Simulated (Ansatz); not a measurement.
Consider the cleavage of the Si–Si bond: `C[SiH2][SiH](O)F` + `C[NH][AlH2]` → `C[SiH2][N](C)[AlH2]` + `O[SiH2]F`.

Calculated with Ansatz (gas phase, PBE0-D4/def2-TZVP geometries, no zero-point term in ΔE). CCSD(T)/CBS is the MP2 limit (def2-TZVPP, def2-QZVPP) plus CCSD(T) − MP2 in def2-TZVPP, frozen cores. DFT in def2-TZVPP. Each species was taken in one conformer, which may not be the lowest.

Problem. Is it downhill or uphill in electronic energy at CCSD(T)/CBS, and by how much? (Best estimate.)

Solution. Computed: Downhill: ΔE = -66.8 kJ/mol.

Problem. What do these levels give: PBE0-D4, B2PLYP, MP2/def2-TZVPP, HF/def2-QZVPP, SCS-MP2/def2-QZVPP, CCSD/CBS(def2)? (Best estimate.)

Solution. Computed: PBE0-D4 -50.3, B2PLYP -63.6, MP2/def2-TZVPP -77.6, HF/def2-QZVPP -72.2, SCS-MP2/def2-QZVPP -75.9, CCSD/CBS(def2) -66.5 kJ/mol.

Largest T1 diagnostic among the species: 0.012.

The D4 term adds −6.0 kJ/mol with B3LYP and −3.2 kJ/mol with PBE0; it sums over pairs of atoms, weighted by their polarisabilities, and B3LYP, whose exchange is more repulsive, gets the larger term. From PBE to PBE0 (25 % exact exchange), in def2-TZVPP and without D4, ΔE moves by −7.8 kJ/mol.

B3LYP here is the variant with VWN-RPA as its local correlation; programs differ in this.
